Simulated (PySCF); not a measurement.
Molfile (atoms numbered from 1):
```
C3H5B
     RDKit          3D

  9  9  0  0  0  0  0  0  0  0999 V2000
    1.4028   -0.3232   -0.1101 B   0  0  0  0  0  0  0  0  0  0  0  0
   -0.0192   -0.2615    0.4671 C   0  0  0  0  0  0  0  0  0  0  0  0
   -1.2278   -0.1483   -0.4830 C   0  0  0  0  0  0  0  0  0  0  0  0
   -0.9294    0.9365    0.1302 C   0  0  0  0  0  0  0  0  0  0  0  0
    1.6338    0.2104   -1.1741 H   0  0  0  0  0  0  0  0  0  0  0  0
    2.3003   -0.8921    0.4726 H   0  0  0  0  0  0  0  0  0  0  0  0
   -0.2191   -0.7520    1.4338 H   0  0  0  0  0  0  0  0  0  0  0  0
   -1.8322   -0.7404   -1.1624 H   0  0  0  0  0  0  0  0  0  0  0  0
   -1.0821    1.9826    0.3754 H   0  0  0  0  0  0  0  0  0  0  0  0
  1  2  1  0
  2  3  1  0
  3  4  2  0
  4  2  1  0
  1  5  1  0
  1  6  1  0
  2  7  1  0
  3  8  1  0
  4  9  1  0
M  END
```

A single conformation, no solvent model, no relativistic terms, equivalent nuclei averaged. PBE0-D3(BJ)/def2-SVP geometry; J couplings at B3LYP/pcJ-1; shieldings: GIAO PBE0/pcSseg-1; PySCF.

Predict the 2D correlation tables (HSQC, COSY, HMBC).

## Answers



HSQC (one-bond C–H):
| δH | δC | 1J(C,H) (Hz) |
| --- | --- | --- |
| 7.27 (H8/H9) | 117.5 (C3/C4) | 258 |
| 1.97 (H7) | 25.0 (C2) | 161 |

COSY cross peaks (|J| ≥ 2 Hz):
| δH | δH | abs. J (Hz) | bonds |
| --- | --- | --- | --- |
| 7.21 (H5/H6) | 1.97 (H7) | 6.3 | 3 |

HMBC (two and three bonds, |J| ≥ 2.5 Hz):
| δH | δC [abs. J in Hz] |
| --- | --- |
| 7.27 (H8/H9) | 117.5 (C3/C4) [9.5], 25.0 (C2) [2.8] |
| 7.21 (H5/H6) | 25.0 (C2) [6.4] |

Scale: TMS for 1H (σref 31.27), 13C (σref 184.41) (reference shieldings calculated alike).

Hydrogens on boron are broadened and split by 11B (spin 3/2, 80 %) and 10B (spin 3). A carbon bonded to boron is broadened by the quadrupolar boron nucleus and is often missing from a measured spectrum. Unscaled 3J(H,H) at this level run about 10 % above measured values. Shifts are as computed. Against solution values, carbons near 30 ppm lie about +2 ppm off and those near 130 ppm about +5 ppm. Of 1211 compounds with measured shifts, 218 miss one by over three times the rms of a fit or turn the order of signals round; such compounds aren't used in these exercises. Vicinal couplings across rotatable single bonds and in flexible rings belong to the one computed conformer; a conformer average would change them.
